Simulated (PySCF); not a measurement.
CH8OSSi2.
SMILES with atom numbers: `[CH3:1][S:2][SiH2:3][O:4][SiH3:5]` (hydrogens: H6, H7, H8 on C1; H9, H10 on Si3; H11, H12, H13 on Si5)

Computed by this run: PBE0-D3(BJ)/def2-SVP geometry optimisation, gas phase in PySCF; density fitting, grid level 1; the optimiser is geomeTRIC in internal coordinates, started from a GFN2-xTB structure with every atom displaced at random (about 0.01 Å).

Step 5: E = -29782.9999 eV
```
atom  x, y, z in Å  |  force x, y, z in eV/Å
C1     -2.7135   -0.7419   -0.2377    0.048   0.003   0.002
S2     -0.9845   -1.1628    0.1683   -0.021   0.000  -0.007
Si3    -0.1011    0.6861   -0.4474    0.026  -0.003   0.028
O4      1.5072    0.6318   -0.1019   -0.165   0.092  -0.134
Si5     2.8312   -0.0267    0.6298    0.183  -0.110   0.135
H6     -3.0680    0.1156    0.3524   -0.009  -0.001   0.004
H7     -2.8366   -0.5319   -1.3102   -0.006  -0.005  -0.001
H8     -3.3194   -1.6204    0.0177   -0.017  -0.006   0.004
H9     -0.2842    0.8943   -1.9136   -0.002   0.009  -0.005
H10    -0.7439    1.8196    0.2837   -0.010   0.001  -0.007
H11     2.8836    0.3816    2.0653   -0.007   0.008  -0.010
H12     2.7822   -1.5172    0.5493   -0.010   0.007  -0.008
H13     4.0517    0.4693   -0.0674   -0.010   0.003  -0.003
```

Step 6: E = -29783.0023 eV
```
atom  x, y, z in Å  |  force x, y, z in eV/Å
C1     -2.6772   -0.7562   -0.2245    0.068  -0.020   0.013
S2     -0.9285   -1.1704    0.1034   -0.036   0.009  -0.009
Si3    -0.0920    0.7117   -0.4758    0.070   0.011   0.018
O4      1.5254    0.6837   -0.1528   -0.261   0.104  -0.165
Si5     2.7910   -0.0277    0.6301    0.266  -0.163   0.191
H6     -3.0114    0.0902    0.3925   -0.014   0.002   0.007
H7     -2.8453   -0.5320   -1.2876   -0.009  -0.004  -0.007
H8     -3.2655   -1.6433    0.0438   -0.012   0.006  -0.001
H9     -0.2922    0.9569   -1.9336   -0.005   0.013  -0.003
H10    -0.7511    1.8087    0.2949   -0.017   0.005  -0.007
H11     2.8336    0.4101    2.0578   -0.014   0.015  -0.017
H12     2.6631   -1.5158    0.5861   -0.016   0.015  -0.015
H13     4.0549    0.3815   -0.0460   -0.019   0.007  -0.006
```

**Question.** Estimate the geometry and energy of step 7. (The exact step hangs on the optimiser's Hessian estimate; all steps are aligned on step 6, rigid shifts and turns removed.)

**Answer.** E = -29783.0042 eV, largest force 0.294 eV/Å
```
atom  x, y, z in Å  |  force x, y, z in eV/Å
C1     -2.6452   -0.7689   -0.2119    0.054  -0.032   0.018
S2     -0.8825   -1.1729    0.0455   -0.037   0.012  -0.006
Si3    -0.0826    0.7347   -0.5019    0.076   0.019   0.004
O4      1.5401    0.7218   -0.1954   -0.220   0.067  -0.131
Si5     2.7576   -0.0311    0.6326    0.212  -0.132   0.156
H6     -2.9632    0.0660    0.4288   -0.012   0.003   0.007
H7     -2.8543   -0.5322   -1.2649   -0.008  -0.002  -0.007
H8     -3.2166   -1.6645    0.0659   -0.003   0.013  -0.004
H9     -0.2969    1.0134   -1.9515   -0.003   0.010   0.001
H10    -0.7544    1.8011    0.3004   -0.017   0.004  -0.003
H11     2.7900    0.4353    2.0513   -0.014   0.014  -0.015
H12     2.5612   -1.5122    0.6150   -0.012   0.015  -0.014
H13     4.0514    0.3068   -0.0255   -0.018   0.009  -0.005
```

The energy changes by -0.0019 eV. The first-order estimate −F·Δx gives -0.0024 eV and the mean of the old and new forces, exact on a quadratic surface, -0.0020 eV. The step makes an angle of 89° with the force vector and moves no atom by more than 0.106 Å.

The cost below is that of the whole optimisation. On one thread, Arm Neoverse N1 (aarch64), shared host with 64 logical CPUs at a one-minute load of 62, this took 6.2 min of wall time and 0.52 GiB of memory at its peak.
